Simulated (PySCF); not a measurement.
Structure from 2D NMR

Compound of formula C₅H₄O₃. Correlations simulated from computed shifts and the bond graph:

HSQC (one-bond C–H):
| δH | δC |
| --- | --- |
| 8.31 | 155.9 |
| 7.50 | 147.5 |
| 7.11 | 119.0 |

COSY cross peaks (H two or three bonds apart, from the bond graph; peaks can be absent where the dihedral angle is near 90°):
| δH | δH |
| --- | --- |
| 7.50 | 7.11 |

HMBC (two and three bonds, from the bond graph):
| δH | δC |
| --- | --- |
| 8.31 | 167.5, 147.5, 125.1, 119.0 |
| 7.50 | 155.9, 125.1, 119.0 |
| 7.11 | 167.5, 155.9, 147.5, 125.1 |

Carbons without hydrogens: δ 167.5, 125.1.

Method: structure optimised with GFN2-xTB, shielding tensors at PBE0/pcSseg-1 (GIAO), in PySCF 2.14.0 with density-fitted response routines (non-relativistic, gas phase, single conformer).

Scale: TMS for 1H, 13C (reference shieldings calculated alike).

Exchangeable hydrogens are left out of these lists.

Q: Work out the connectivity.

A: SMILES c1c(C(=O)O)cco1.

Structure with atom numbers: `[O:1]=[C:2]([OH:3])[c:4]1[cH:5][cH:6][o:7][cH:8]1`. Hydrogens are named by the atom that carries them.

1. δC 167.5 is C2, a carboxylic acid carbon.
2. δC 155.9 is C8, an aromatic CH next to the ring oxygen (δH 8.31).
3. δC 147.5 is C6, an aromatic CH next to the ring oxygen (δH 7.50).
4. δC 125.1 is C4, a substituted aromatic carbon.
5. δC 119.0 is C5, an aromatic CH (δH 7.11).
6. HMBC from δH 8.31 reaches the proton-free carbons C2, C4.
7. HMBC from δH 7.50 reaches the proton-free carbon C4.
8. HMBC from δH 7.11 reaches the proton-free carbons C2, C4.
9. COSY links 7.50–7.11.

This is the structure that produced the data.

OH/NH shifts are gas-phase values; hydrogen bonding in solution moves them, usually downfield. Shifts are as computed. Against solution values, carbons near 30 ppm lie about +3 ppm off and those near 130 ppm about +5 ppm. Of 1211 compounds with measured shifts, 218 miss one by over three times the rms of a fit or turn the order of signals round; such compounds aren't used in these exercises. Hydrogen bonding in solution deshields acid and N–H amide carbonyl carbons by as much as 10 ppm beyond these values.
